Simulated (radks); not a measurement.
Values are calculated unless marked as measured or tabulated.
Numerical settings for the krypton ion Kr3+, [Ar] 3d10 4s2 4p3. Level of theory: non-relativistic Kohn-Sham, PBE, spin-polarised, spherical densities, point nucleus; open shells are filled with parallel spins first (a radial shooting solver on a logarithmic mesh with Libxc functionals). The defaults (mesh step 0.008 in ln r, mesh end at 40 bohr or more with all orbitals vanishing there, Anderson mixing 0.5 over 9 steps, residual threshold near 1e-9 with the energy settled to 1e-9 hartree or 1e-11 of itself, here a cap of 71 iterations) give E = -2750.7034 hartree and 4p at -44.616 eV in 14 iterations. Run on one thread of a shared host, so times are rough (Intel(R) Xeon(R) Platinum 8488C): 0.26 s of CPU time, 0.26 s wall, 14 iterations on 2476 mesh points. Changes against that run (0 stands for a change within the tolerance of the run):

| setting | iterations | converged | E (mhartree) | e(4p) (meV) | CPU (s) |
|---|---|---|---|---|---|
| mesh step in ln r 0.012 | 14 | yes | 0 | 0 | 0.14 |
| mesh step in ln r 0.12 | 2 | no | diverged | - | 0.01 |
| mesh step in ln r 0.08 | 2 | no | diverged | - | 0.03 |
| mesh end (bohr) 400 | 14 | yes | 0 | 0 | 0.26 |
| mesh end (bohr) 12 | 14 | yes | 0 | 0 | 0.21 |
| residual threshold 0.01 | 9 | yes | 0 | +0.0279 | 0.17 |
| residual threshold 1e-13 | 71 | no | 0 | 0 | 0.53 |
| mixing 0.01 | 22 | yes | 0 | 0 | 0.22 |
| linear mixing, mixing 0.2 | 71 | no | 0 | 0 | 0.58 |
| linear mixing, mixing 0.5 | 30 | yes | 0 | 0 | 0.27 |
| mixing history 20 | 20 | yes | 0 | 0 | 0.21 |
| iteration cap 8 | 8 | no | 0 | +0.0279 | 0.09 |

No run marked as converged misses the energy by more than 1 mhartree. A mesh that ends early acts as a hard wall.
